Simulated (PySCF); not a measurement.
C₃H₁₀Sn, SMILES CC[CH2][SnH3].

Coordinates come from a B3LYP-D3(BJ)/def2-SVP optimisation. The structure was generated by enumeration; whether it is a known compound was not checked. The def2 effective core potentials stand for the cores of Sn; spin–orbit coupling is left out. One conformer was computed; it need not be the lowest.

Computed with PySCF 2.14.0 with TDA-LC-ωPBE/def2-SVPD.

Vertical excitations. 

```
state  energy (eV)  λ (nm)      f                                                                   main pairs
-----  -----------  ------  -----  ---------------------------------------------------------------------------
S1            7.82     159  0.030                                             HOMO→LUMO+1 50 %, HOMO→LUMO 41 %
S2            8.10     153  0.008                                           HOMO→LUMO+2 58 %, HOMO→LUMO+3 15 %
S3            8.20     151  0.133        HOMO→LUMO+3 35 %, HOMO→LUMO+1 16 %, HOMO−1→LUMO+1 10 %, HOMO→LUMO 8 %
S4            8.27     150  0.373                           HOMO→LUMO 39 %, HOMO→LUMO+1 17 %, HOMO→LUMO+3 16 %
S5            8.52     145  0.020    HOMO−1→LUMO+1 38 %, HOMO−1→LUMO+2 18 %, HOMO→LUMO+3 10 %, HOMO−1→LUMO 7 %
S6            8.59     144  0.150   HOMO−1→LUMO 33 %, HOMO−2→LUMO+1 17 %, HOMO−2→LUMO 16 %, HOMO−1→LUMO+1 10 %
S7            8.61     144  0.157   HOMO−1→LUMO 41 %, HOMO−2→LUMO+1 15 %, HOMO−2→LUMO+3 11 %, HOMO−2→LUMO 11 %
S8            8.64     144  0.072   HOMO−2→LUMO+1 29 %, HOMO−2→LUMO 25 %, HOMO−1→LUMO+2 9 %, HOMO−2→LUMO+3 7 %
S9            8.71     142  0.133  HOMO−2→LUMO 36 %, HOMO−2→LUMO+3 20 %, HOMO−1→LUMO+2 12 %, HOMO−1→LUMO+4 7 %
S10           9.17     135  0.208                                                             HOMO→LUMO+4 82 %
T1            6.66     186      0                             HOMO→LUMO+1 56 %, HOMO→LUMO+9 9 %, HOMO→LUMO 8 %
T2            7.20     172      0     HOMO−1→LUMO 36 %, HOMO−1→LUMO+9 10 %, HOMO−1→LUMO+4 7 %, HOMO→LUMO+3 6 %
T3            7.24     171      0      HOMO−2→LUMO 32 %, HOMO−2→LUMO+3 8 %, HOMO→LUMO+2 8 %, HOMO−2→LUMO+8 6 %
T4            7.41     167      0                                             HOMO→LUMO 49 %, HOMO→LUMO+1 18 %
```
Triplets are in the Tamm–Dancoff approximation.
